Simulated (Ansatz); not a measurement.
System: 1,1-bis(methylselanyl)ethane, C$_{4}$H$_{10}$Se$_{2}$, net charge 0, singlet state. 
Coordinates optimised at B3LYP-D3(BJ)/def2-TZVP (Ansatz, a first-principles code):
```xyz
16

C      2.1557    -0.4430    -1.2707
Se     1.5430     0.8705     0.0490
C     -0.3905     0.6778    -0.2701
C     -1.1269     1.8477     0.3560
Se    -0.9821    -1.0728     0.4372
C     -2.7013    -1.1728    -0.5125
H      1.9152    -0.1033    -2.2755
H      1.6896    -1.4034    -1.0667
H      3.2348    -0.5200    -1.1572
H     -0.5369     0.6498    -1.3488
H     -2.2035     1.7450     0.2107
H     -0.9391     1.8981     1.4290
H     -0.8097     2.7890    -0.0990
H     -3.3758    -0.3893    -0.1759
H     -3.1305    -2.1443    -0.2757
H     -2.5391    -1.1022    -1.5862
```
Charge 0, spin multiplicity 1.

Basis-set convergence of Hartree-Fock and CCSD(T) correlation energies (hartree) with Ansatz. Correlated levels leave the core frozen unless marked. Spin-orbit coupling is left out. The frozen core is the preceding noble-gas configuration, with the filled d and f shells of earlier blocks. Non-relativistic.

```csv
basis,functions,E(HF),"E(corr, CCSD(T))"
aug-cc-pVDZ,254,-4956.92401,-0.97770
aug-cc-pVTZ,532,[?],[?]
```

Problem. What belongs in the gaps?

Solution. 
- aug-cc-pVTZ, E(HF): -4957.11433
- aug-cc-pVTZ, E(corr, CCSD(T)): -1.16298
